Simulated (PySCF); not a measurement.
## A small calculation by hand: dipole moment from atomic charges

C₅H₃Br, SMILES C#CC=C=CBr. Atoms are numbered in the order given.

```xyz
9

C      3.8627    -0.8684     0.9939
C      2.9774    -0.0706     0.7492
C      1.9705     0.8912     0.4505
C      0.6710     0.6811     0.5968
C     -0.6104     0.4832     0.7263
Br    -1.6854    -0.2194    -0.6865
H      4.6359    -1.5805     1.2118
H      2.3075     1.8699     0.0796
H     -1.1804     0.6921     1.6347
```
Charge 0, spin multiplicity 1.

Geometry: TPSSh-D3(BJ)/def2-SVP. The structure was generated by enumeration, and PubChem lists no compound with its InChIKey, so it may never have been made.

Charges (e) from PBE0/def2-TZVP (PySCF):

| atom | ESP fit | Mulliken |
|---|---|---|
| C1 | -0.584 | -0.115 |
| C2 | 0.308 | -0.001 |
| C3 | -0.399 | -0.246 |
| C4 | 0.232 | 0.049 |
| C5 | -0.378 | -0.169 |
| Br6 | -0.013 | -0.043 |
| H7 | 0.358 | 0.187 |
| H8 | 0.227 | 0.160 |
| H9 | 0.249 | 0.177 |

The dipole moment of the full density is 1.32 D.

Q: What dipole moment does each set of point charges give, and which comes closer to that of the density?

A: 
μ = Σ q r, and 1 e Å = 4.8032 D.
ESP fit: Σ q r = (0.173, 0.139, 0.202) e Å, |μ| = 1.44 D.
Mulliken: Σ q r = (0.304, -0.032, 0.239) e Å, |μ| = 1.86 D.
ESP fit comes closer in size. Point charges leave out the atoms' own dipoles (lone pairs, polarised bonds); fits to the potential absorb them, partitions of the density don't.
